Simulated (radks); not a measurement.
Er3+, configuration [Kr] 4d9 4f12 5s2 5p6 (not the ground configuration).

Calculated with a radial shooting solver on a logarithmic mesh with Libxc functionals: non-relativistic Kohn-Sham, PBE, spin-polarised, spherical densities, point nucleus; open shells are filled with parallel spins first (spin-orbit coupling, left out, can overturn this in heavy ions); relativity is left out, which matters for an element this heavy.

Energy parts (hartree):
total: -12494.1541
kinetic: 12490.6624
electron-nucleus: -29638.9915
Hartree: 4918.6950
exchange-correlation: -264.5200

Orbitals (lengths in bohr, moments of r in powers of bohr; r(90%) holds 90 % of the orbital's charge):
orbital,occ.,eigenvalue (hartree),<r>,r(90%)
1s up,1,-1964.892,0.02229,0.0396
1s down,1,-1964.892,0.02229,0.0396
2s up,1,-317.9940,0.09459,0.145
2s down,1,-317.9679,0.09459,0.145
2p up,3,-303.5899,0.08013,0.129
2p down,3,-303.5704,0.08013,0.129
3s up,1,-71.74918,0.2424,0.354
3s down,1,-71.69604,0.2423,0.354
3p up,3,-65.22732,0.2322,0.346
3p down,3,-65.17723,0.2321,0.346
3d up,5,-53.08575,0.2049,0.318
3d down,5,-53.03977,0.2049,0.318
4s up,1,-14.82299,0.5445,0.781
4s down,1,-14.70471,0.5449,0.782
4p up,3,-12.20003,0.5553,0.806
4p down,3,-12.08276,0.5558,0.807
4d up,5,-7.48158,0.5821,0.873
4d down,4,-7.36669,0.5832,0.875
5s up,1,-2.71154,1.318,1.89
5s down,1,-2.68050,1.326,1.91
5p up,3,-1.98946,1.466,2.14
5p down,3,-1.96597,1.477,2.15
4f up,7,-1.55875,0.7240,1.22
4f down,5,-1.46173,0.7371,1.25

The highest occupied level is 4f down at -39.776 eV. The electron density at the nucleus is 2.244e+05 e/bohr^3. Spin moment in Bohr magnetons: 3. The density falls to 0.001 e/bohr^3 at r = 3.16 bohr. Summed over all electrons, <r^2> = 34.17 bohr^2, which gives a Langevin (diamagnetic) susceptibility term of -27.1 x 10^-6 cm^3/mol.
